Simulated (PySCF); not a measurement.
Species: Cu2 (singlet state).
Atom-mapped SMILES: `[Cu:1][Cu:2]`

Cartesian coordinates in Å at the PBE0-D3(BJ)/def2-SVP level; atoms count from 1:
```xyz
2
Cu2 angstrom
Cu     1.140   -0.083    0.006
Cu    -1.090   -0.005   -0.028
```

Computed with PySCF at CAM-B3LYP/def2-SVPD, non-relativistic, on one gas-phase PBE0-D3(BJ)/def2-SVP geometry that isn't relaxed in the solvent. The solvent is an IEF-PCM continuum (Bondi radii, 1.10 Å for H, scaled by 1.2), and excitations are vertical TDDFT with non-equilibrium linear response and a frozen core. Only the electrostatic response of the medium enters.

```
run  E − E(gas) (kJ/mol)  HOMO (eV)  HOMO–LUMO gap (eV)  dipole (D)  lowest singlet (eV)  static polarisability (au)
gas                 0.00      -6.48                5.30        0.00                 2.33                        81.5
  P               -22.25      -6.08                5.80        0.00                 2.62                       157.9
  Q               -23.11      -6.09                5.82        0.00                 2.64                       161.8
```

Q: The runs were made in acetone and methanol. Which run belongs to which solvent?

A: P = acetone, Q = methanol. The dielectric constants are 20.49 (acetone), 32.61 (methanol), and the energy falls further as ε rises. The optical constants n² used for the excitations are 1.85, 1.77 in the same order. In this model the ground state sees the solvent through ε alone.

Q: How constant is the ratio of the lowering to (ε − 1)/(2ε + 1)?

A: 
```
 solvent  (ε − 1)/(2ε + 1)  E − E(gas) (kJ/mol)  ratio (kJ/mol)  polarisation term (kJ/mol)
 acetone             0.464               -22.25           -47.9                      -28.90
methanol             0.477               -23.11           -48.4                      -30.35
```

The ratio changes by +1.0 % in size from acetone to methanol. The polarisation term is half the interaction of the solute with the induced surface charges.
